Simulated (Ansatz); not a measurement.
Relaxation of ClGaH5P (8 atoms, charge 0, multiplicity 1), to a largest force component of 0.03 eV/Å in at most 50 steps.

All numbers below come from RKS PBE0-D4/def2-SVP in Ansatz 0.2.0.

```xyz
8
Properties=species:S:1:pos:R:3
Ga 0.106 -0.558 -0.371
Cl -0.143 0.288 2.949
H 1.438 0.228 -0.619
H -1.306 -0.028 -0.792
P 0.224 -2.585 0.709
H -0.707 -3.308 -0.091
H 1.407 -3.094 0.102
H -0.049 -1.037 2.802
```

Problem. Where does it end, and by what steps?

Solution. The run converged. After 6 steps the energy has fallen by 0.112 eV; Cl2 moved furthest, 0.44 Å.

| step | energy less start (eV) | largest force component (eV/Å) | accepted |
| --- | --- | --- | --- |
| 0 | 0.0000 | 1.052 | yes |
| 1 | -0.0580 | 0.455 | yes |
| 2 | -0.1050 | 0.109 | yes |
| 3 | -0.1063 | 0.122 | yes |
| 4 | -0.1108 | 0.061 | yes |
| 5 | -0.1116 | 0.045 | yes |
| 6 | -0.1118 | 0.007 | yes |

```xyz
8
Properties=species:S:1:pos:R:3
Ga 0.097 -0.504 -0.160
Cl -0.146 0.278 2.506
H 1.436 0.258 -0.446
H -1.314 -0.002 -0.620
P 0.241 -2.659 0.758
H -0.711 -3.324 -0.066
H 1.401 -3.122 0.075
H -0.035 -1.017 2.640
```

Time of the run: 19 s on 2 threads of Intel(R) Xeon(R) Platinum 8259CL CPU @ 2.50GHz (Skylake/Cascade Lake), with other jobs on the host, peak memory 0.23 GiB.
